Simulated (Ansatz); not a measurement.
The cluster Si₅Ge₃. Total charge 0; singlet. Geometry relaxed at r2SCAN-D4/def2-SVP.

```csv
atom,x (Å),y (Å),z (Å)
Si1,0.622,0.264,1.173
Si2,-0.581,-1.746,0.605
Si3,-0.730,0.037,-1.143
Si4,-1.690,0.840,1.062
Si5,1.432,-1.014,-0.843
Ge6,-2.750,-0.948,-0.385
Ge7,0.878,1.884,-0.868
Ge8,2.820,0.683,0.400
```

The structure comes from a short search, and lower isomers may exist.

Question: Estimate the harmonic wavenumbers at RKS r2SCAN-D4/def2-SVP (Ansatz, unscaled). Is this a minimum?

Answer: 54, 107, 123, 162, 174, 178, 190, 209, 223, 254, 281, 293, 298, 339, 352, 399, 442, 462 cm⁻¹. Yes, no mode is imaginary beyond noise. Zero-point energy 27.2 kJ/mol. Hardware: 4 threads of Intel Xeon 6975P-C on a shared host. Wall time 1.8 min.
